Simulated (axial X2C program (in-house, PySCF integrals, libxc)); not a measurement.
# Bond lengths and stretching modes, held linear, of NSbO

Calculated with an axial X2C code built on PySCF integrals: two-component X2C with atomic mean-field Coulomb and Gaunt terms, Gaussian nuclei, basis N dyall-av3z, Sb dyall-v3z, O dyall-av3z with contracted cores. Spin-free rows use the one-electron spin-free X2C Hamiltonian.

Masses N 14.003, Sb 120.904, O 15.995 u. States: 2c Ω = 0 (all partner blocks equally filled); spin-free M_S = 0, Λ = 0 (closed shell).

PBE, 2c: energies above the lowest point

| r(N–Sb) (Å) | r(Sb–O) (Å) | E (meV) |
| --- | --- | --- |
| 1.7589 | 1.7628 | 213.49 |
| 1.7589 | 1.8080 | 123.65 |
| 1.7589 | 1.8532 | 113.24 |
| 1.8040 | 1.7628 | 116.63 |
| 1.8040 | 1.8080 | 26.20 |
| 1.8040 | 1.8532 | 15.27 |
| 1.8040 | 1.8984 | 66.45 |
| 1.8491 | 1.7628 | 102.31 |
| 1.8491 | 1.8080 | 11.36 |
| 1.8491 | 1.8532 | 0.00 |
| 1.8942 | 1.8080 | 61.74 |
| 1.8942 | 1.8984 | 100.57 |

Problem. Fit a quadratic surface with cubic terms in each bond: where is the minimum, and what are the two stretching wavenumbers?

Solution. At PBE, 2c: bonds 1.836 and 1.837 Å; harmonic stretches 774.7 and 891.5 cm⁻¹; force constants 5.55, 5.35 and coupling -0.03 mdyn/Å.

The other levels and Hamiltonians give:

```
Hamiltonian  level  r(N–Sb) (Å)  r(Sb–O) (Å)  lower stretch (cm⁻¹)  upper stretch (cm⁻¹)
         2c   PBE0        1.808        1.807                 830.0                 943.6
         2c     HF        1.782        1.775                 882.7                 940.5
  spin-free   PBE0        1.807        1.806                 831.5                 944.9
  spin-free    PBE        1.835        1.837                 776.0                 892.6
```

Each state is one determinant, the lowest of a limited PBE0 search; the stretches come from a fit to these few points and carry an uncertainty of a few per cent. Other orders of the atoms were not compared. Left out for rough or failed fits: MP2 2c, HF spin-free, MP2 spin-free. The molecule was held linear; bending was not examined, so a bent shape may lie lower.
